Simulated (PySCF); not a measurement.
C₂H₅Zn (SMILES C[CH2][Zn]), doublet, geometry from GFN2-xTB (such geometries of metal compounds can be far from the true shape) (the spin is typed, not shown lowest). Base run: DF-M062X/def2-SV(P) run with PySCF.

Input for PySCF:
```python
from pyscf import gto, scf, dft

mol = gto.M(
    atom='''
Zn    0.44032735    0.70016093    0.50050119
C    -0.02634732   -1.21256902   -0.53898933
C    -1.41647195   -1.15377456   -1.13236481
H     0.05574648   -2.01250868    0.19634804
H     0.72754669   -1.35642125   -1.31249709
H    -1.50226420   -0.34818435   -1.86207090
H    -2.17096995   -1.00124970   -0.36017584
H    -1.66296377   -2.08840244   -1.64851511
''',
    basis='def2-sv(p)',
    spin=1,
    verbose=4,
)

mf = dft.UKS(mol)
mf.xc = 'm062x'
mf = mf.density_fit(auxbasis='def2-universal-jkfit')
mf.kernel()
```

Each row names what was changed in the base input (with any setting that the change needs).

| change | basis functions | E (Eh) | HOMO (eV) | dipole (D) | core-seconds (rough) | outcome |
|---|---|---|---|---|---|---|
| base | 62 | -1858.17512 | -5.80 | 0.19 | 10 | converged |
| basis = STO-3G | 33 | - | - | - | - | not converged |
| basis = LANL2DZ | 46 | -144.54501 | -5.61 | 0.31 | 20 | converged |
| basis = 3-21G | 55 | -1849.20477 | -5.58 | 0.05 | 10 | converged |
| basis = 6-31G* | 72 | -1858.16252 | -5.67 | 0.32 | 20 | converged |
| basis = pcseg-1 | 84 | -1858.27950 | -5.90 | 0.35 | 20 | converged |
| basis = def2-SVP | 84 | -1858.18573 | -5.80 | 0.16 | 20 | converged |
| basis = pc-1 | 84 | -1858.40193 | -5.89 | 0.42 | 20 | converged |
| basis = cc-pVDZ | 96 | -1858.53617 | -5.90 | 0.36 | 30 | converged |
| basis = def2-SVPD | 114 | -1858.19781 | -5.91 | 0.23 | 30 | converged |
| basis = aug-cc-pVDZ | 150 | -1858.54233 | -5.94 | 0.26 | 50 | converged |
| basis = pcseg-2 | 186 | -1858.57583 | -5.93 | 0.05 | 50 | converged |
| basis = pc-2 | 186 | -1858.57774 | -5.93 | 0.04 | 60 | converged |

Totals compare only among sets that treat the same electrons; sets with core potentials leave the core out.

Open shells are given as the SCF converged; they aren't shown to be the lowest states, and a large step between rows can be another state.
